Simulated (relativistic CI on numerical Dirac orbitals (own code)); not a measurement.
Line list: Electric-dipole lines, Sn27+

Computed by Dirac-Coulomb-Breit CI, separate exchange-only KLI orbitals for each configuration, model QED (radiative potential, 1s self-energy scaled to tabulated hydrogen-like ionisation energies), unscaled Slater integrals (own radial code, finite nucleus).

CI space (outside the closed core [Ne]): 3s2 3p6 3d5, 3s2 3p5 3d6, 3s2 3p4 3d7, 3s 3p6 3d6, 3p6 3d7, 3s 3p5 3d7, 3s2 3p6 3d4 4s, 3s2 3p6 3d4 4p, 3s2 3p6 3d4 4d, 3s2 3p4 3d6 4s, 3s2 3p4 3d6 4p, 3s2 3p6 3d4 4f, 3s2 3p5 3d5 4s, 3s2 3p5 3d5 4p, 3s 3p5 3d6 4s, 3s2 3p6 3d3 4s2, 3s 3p5 3d6 4p, 3s2 3p6 3d3 4s 4p, 3s 3p6 3d5 4s, 3s2 3p6 3d4 5p. Levels of other configurations are missing.

| λ vac (nm) | Lower | Upper | A (s⁻¹) | E lower (eV) | E upper (eV) |
| --- | --- | --- | --- | --- | --- |
| 4.6137 | 3s2 3p6 3d5 2I_11/2 [12] | 3s2 3p5 3d6 2G°_9/2 [196] | 6.19e+11 | 26.399 | 295.132 |
| 4.6365 | 3s2 3p6 3d5 2I_13/2 [17] | 3s2 3p5 3d6 2H°_11/2 [198] | 1.18e+12 | 29.122 | 296.529 |
| 4.6813 | 3s2 3p6 3d5 4G_11/2 [5] | 3s2 3p5 3d6 2G°_9/2 [182] | 8.79e+11 | 17.324 | 282.176 |
| 4.6871 | 3s2 3p6 3d5 2G_9/2 [16] | 3s2 3p5 3d6 4D°_7/2 [192] | 3.46e+11 | 28.226 | 292.749 |
| 4.6967 | 3s2 3p6 3d5 2I_13/2 [17] | 3s2 3p5 3d6 2H°_11/2 [193] | 5.25e+11 | 29.122 | 293.102 |
| 4.6982 | 3s2 3p6 3d5 2G_7/2 [33] | 3s2 3p5 3d6 2F°_5/2 [214] | 6.95e+11 | 51.801 | 315.696 |
| 4.7034 | 3s2 3p6 3d5 2G_9/2 [32] | 3s2 3p5 3d6 2F°_7/2 [213] | 1.03e+12 | 49.489 | 313.097 |
| 4.7046 | 3s2 3p6 3d5 4G_9/2 [7] | 3s2 3p5 3d6 2G°_9/2 [182] | 2.40e+11 | 18.636 | 282.176 |
| 4.7091 | 3s2 3p6 3d5 2G_9/2 [28] | 3s2 3p5 3d6 2F°_7/2 [207] | 4.59e+11 | 41.104 | 304.391 |
| 4.7140 | 3s2 3p6 3d5 2I_11/2 [12] | 3s2 3p5 3d6 2H°_9/2 [190] | 3.21e+11 | 26.399 | 289.410 |
| 4.7337 | 3s2 3p6 3d5 2H_11/2 [27] | 3s2 3p5 3d6 2G°_9/2 [205] | 1.42e+12 | 41.047 | 302.965 |
| 4.7419 | 3s2 3p6 3d5 4G_11/2 [5] | 3s2 3p5 3d6 2H°_9/2 [175] | 2.03e+11 | 17.324 | 278.790 |
| 4.7544 | 3s2 3p6 3d5 2G_7/2 [21] | 3s2 3p5 3d6 2D°_5/2 [197] | 4.77e+11 | 34.872 | 295.651 |
| 4.7952 | 3s2 3p5 3d6 4I°_15/2 [53] | 3s2 3p4 3d7 4H_13/2 [393] | 7.32e+11 | 208.337 | 466.896 |
| 4.7991 | 3s2 3p6 3d5 2F_7/2 [11] | 3s2 3p5 3d6 2F°_5/2 [184] | 3.62e+11 | 26.351 | 284.699 |
| 4.8709 | 3s2 3p6 3d5 4G_7/2 [3] | 3s2 3p5 3d6 4D°_7/2 [159] | 1.40e+11 | 16.427 | 270.968 |
| 4.9135 | 3s2 3p6 3d5 4G_9/2 [7] | 3s2 3p5 3d6 4D°_7/2 [159] | 3.06e+11 | 18.636 | 270.968 |
| 4.9189 | 3s2 3p6 3d5 2H_11/2 [27] | 3s2 3p5 3d6 2H°_11/2 [193] | 4.82e+11 | 41.047 | 293.102 |
| 4.9341 | 3s2 3p6 3d5 4G_9/2 [7] | 3s2 3p5 3d6 4F°_7/2 [158] | 2.31e+11 | 18.636 | 269.917 |
| 5.0013 | 3s2 3p6 3d5 2G_9/2 [16] | 3s2 3p5 3d6 2F°_7/2 [172] | 4.45e+11 | 28.226 | 276.131 |
| 5.0558 | 3s2 3p6 3d5 2I_13/2 [17] | 3s2 3p5 3d6 2K°_13/2 [166] | 3.10e+11 | 29.122 | 274.352 |
| 5.0625 | 3s2 3p6 3d5 2I_11/2 [12] | 3s2 3p5 3d6 2G°_9/2 [162] | 2.51e+11 | 26.399 | 271.308 |
| 5.0650 | 3s2 3p6 3d5 4D_7/2 [9] | 3s2 3p5 3d6 4F°_5/2 [154] | 2.61e+11 | 22.953 | 267.737 |
| 5.0680 | 3s2 3p6 3d5 2G_7/2 [21] | 3s2 3p5 3d6 2F°_7/2 [176] | 3.65e+11 | 34.872 | 279.515 |
| 5.1063 | 3s2 3p6 3d5 2I_11/2 [12] | 3s2 3p5 3d6 4G°_11/2 [156] | 2.70e+11 | 26.399 | 269.205 |
| 5.1246 | 3s2 3p6 3d5 2I_13/2 [17] | 3s2 3p5 3d6 2I°_13/2 [160] | 2.21e+11 | 29.122 | 271.062 |
| 5.3757 | 3s2 3p6 3d5 4G_7/2 [3] | 3s2 3p5 3d6 2D°_5/2 [130] | 3.86e+11 | 16.427 | 247.066 |
| 5.4826 | 3s2 3p6 3d5 4G_11/2 [5] | 3s2 3p5 3d6 4G°_11/2 [123] | 1.46e+11 | 17.324 | 243.467 |
| 5.6232 | 3s2 3p6 3d5 4G_11/2 [5] | 3s2 3p5 3d6 2I°_11/2 [111] | 1.16e+11 | 17.324 | 237.812 |
| 5.6398 | 3s2 3p6 3d5 4G_9/2 [7] | 3s2 3p5 3d6 2G°_9/2 [112] | 1.07e+11 | 18.636 | 238.474 |
| 5.6496 | 3s2 3p6 3d5 2F_5/2 [2] | 3s2 3p5 3d6 4D°_5/2 [97] | 1.53e+11 | 11.134 | 230.589 |
| 5.6992 | 3s2 3p6 3d5 4G_7/2 [3] | 3s2 3p5 3d6 4G°_7/2 [104] | 1.28e+11 | 16.427 | 233.974 |
| 5.8171 | 3s2 3p6 3d5 4G_11/2 [5] | 3s2 3p5 3d6 2H°_11/2 [95] | 8.86e+10 | 17.324 | 230.460 |
| 5.8240 | 3s2 3p6 3d5 6S_5/2 [1] | 3s2 3p5 3d6 6P°_3/2 [61] | 3.84e+11 | 0.000 | 212.886 |
| 5.8439 | 3s2 3p6 3d5 6S_5/2 [1] | 3s2 3p5 3d6 6P°_5/2 [60] | 2.47e+11 | 0.000 | 212.161 |
| 5.8488 | 3s2 3p6 3d5 4G_9/2 [7] | 3s2 3p5 3d6 4F°_9/2 [98] | 1.18e+11 | 18.636 | 230.618 |
| 5.8646 | 3s2 3p6 3d5 2I_11/2 [12] | 3s2 3p5 3d6 2I°_11/2 [111] | 2.33e+11 | 26.399 | 237.812 |
| 5.8926 | 3s2 3p6 3d5 4P_3/2 [4] | 3s2 3p5 3d6 4P°_5/2 [87] | 1.24e+11 | 16.621 | 227.027 |
| 5.9023 | 3s2 3p6 3d5 4G_11/2 [5] | 3s2 3p5 3d6 4G°_11/2 [88] | 1.73e+11 | 17.324 | 227.386 |
| 5.9270 | 3s2 3p6 3d5 2F_7/2 [11] | 3s2 3p5 3d6 2F°_7/2 [107] | 1.95e+11 | 26.351 | 235.535 |
| 5.9363 | 3s2 3p6 3d5 6S_5/2 [1] | 3s2 3p5 3d6 4D°_7/2 [55] | 1.16e+11 | 0.000 | 208.857 |
| 5.9486 | 3s2 3p6 3d5 6S_5/2 [1] | 3s2 3p5 3d6 4F°_5/2 [54] | 8.89e+10 | 0.000 | 208.427 |
| 6.0884 | 3s2 3p6 3d5 2I_13/2 [17] | 3s2 3p5 3d6 2I°_13/2 [102] | 1.64e+11 | 29.122 | 232.761 |
| 6.2892 | 3s2 3p6 3d5 4G_11/2 [5] | 3s2 3p5 3d6 2I°_13/2 [63] | 7.56e+10 | 17.324 | 214.462 |
| 6.8553 | 3s2 3p5 3d6 6F°_11/2 [38] | 3s 3p6 3d6 6D_9/2 [218] | 2.19e+11 | 186.805 | 367.664 |

Terms are leading LS components. Brackets give the number of a level in order of energy, since labels repeat. The list gives strong lines, with weight on those to low levels, without lines whose two gauges differ by over a factor of 2.5, among the lowest 400 of 9879 levels, so that lines to higher ones, which can be the strongest, are missing. Levels whose partners in the same complex of configurations lie outside the list can be far off, and so can their lines. Rates are taken at the computed energies, electric ones in the length gauge.

At this charge energies of transitions that change n are usually good to better than 1 %, and those within a shell (Δn = 0) to a few per cent. Terms inside the open d or f shell come out 10 to 20 % too wide with unscaled integrals.

LS names give the leading component of a level, which can be under half, so a name can repeat, a term be missing and a line seem to break the LS rules.
